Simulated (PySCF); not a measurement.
These are B3LYP-D3(BJ)/def2-TZVP in PySCF 2.14.0 values and carry that method's errors. Isolated molecules, 0 K electronic values unless said otherwise. B3LYP has the VWN-RPA correlation part, as in Gaussian. 

Reference species (SMILES): `F[C](F)Cl` (neutral, multiplicity 2).

```json
{
 "dipole_moment": "0.40 D",
 "highest_occupied_spin_orbital": "-7.13 eV"
}
```

Changed species: `[CH](F)F` (radical fragment; the reference has radical fragment).

Give the shifts of the dipole moment and highest occupied spin orbital.

the dipole moment rises by 0.97 D, to 1.37 D; the highest occupied spin orbital goes up by 0.47 eV, to -6.66 eV.
